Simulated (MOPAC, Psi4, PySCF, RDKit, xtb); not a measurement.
Two geometries of C₂H₇BSi, SMILES B[SiH2]C=C, relaxed at B3LYP-D3(BJ)/def2-SVP with one dihedral held; other torsions can differ between them too.

Structure A

```
11

B      1.7327    -0.7529     0.4508
Si     0.5692     0.9012     0.3478
C      1.6192     2.4007     0.8022
C      2.9193     2.3632     1.1250
H      1.8374    -1.3872     1.4722
H      2.3835    -1.1224    -0.4961
H      0.0009     1.1081    -1.0226
H     -0.5997     0.8332     1.2820
H      1.1222     3.3809     0.8010
H      3.4931     1.4289     1.1506
H      3.4827     3.2677     1.3815
```

Structure B

```
11

B      1.7615    -0.7862     0.4135
Si     0.6526     0.8961     0.3452
C      0.4797     1.7753     1.9991
C      0.9628     1.3163     3.1616
H      1.8205    -1.4696     1.4069
H      2.3397    -1.1905    -0.5653
H      1.1510     1.8728    -0.6740
H     -0.7025     0.4592    -0.1420
H     -0.0513     2.7374     2.0105
H      1.5038     0.3660     3.2324
H      0.8374     1.8663     4.1014
```

**Question.** Which is lower in energy at the level DF-MP2 (frozen core)/cc-pVTZ // B3LYP-D3(BJ)/def2-SVP (Psi4), and by how much?

**Answer.** B is lower, by 0.78 kcal/mol (dihedral H5–B1–Si2–C3: 90° in A, 30° in B).

E(B) − E(A) in kcal/mol at the other levels, on the same two geometries: B3LYP/def2-TZVP // B3LYP-D3(BJ)/def2-SVP (Psi4) -1.18; B3LYP-D3(BJ)/def2-TZVP // B3LYP-D3(BJ)/def2-SVP (Psi4) -1.14; PBE/def2-TZVP // B3LYP-D3(BJ)/def2-SVP (Psi4) -1.41; PBE-D3(BJ)/def2-TZVP // B3LYP-D3(BJ)/def2-SVP (Psi4) -1.39; HF/cc-pVTZ // B3LYP-D3(BJ)/def2-SVP (Psi4) -0.74; UFF // B3LYP-D3(BJ)/def2-SVP (RDKit) -0.39; PM3, restricted, heats of formation // B3LYP-D3(BJ)/def2-SVP (MOPAC) -2.42; PM7, restricted, heats of formation // B3LYP-D3(BJ)/def2-SVP (MOPAC) -0.26; GFN1-xTB // B3LYP-D3(BJ)/def2-SVP (xtb) 0.33; restricted B3LYP/6-31G*, spherical d // B3LYP-D3(BJ)/def2-SVP (PySCF) -1.25; restricted B3LYP/6-311+G**, spherical d, density fitting // B3LYP-D3(BJ)/def2-SVP (PySCF) -1.24; restricted B3LYP/3-21G // B3LYP-D3(BJ)/def2-SVP (PySCF) -1.31; restricted LDA (SVWN5)/6-31G*, spherical d // B3LYP-D3(BJ)/def2-SVP (PySCF) -1.89.
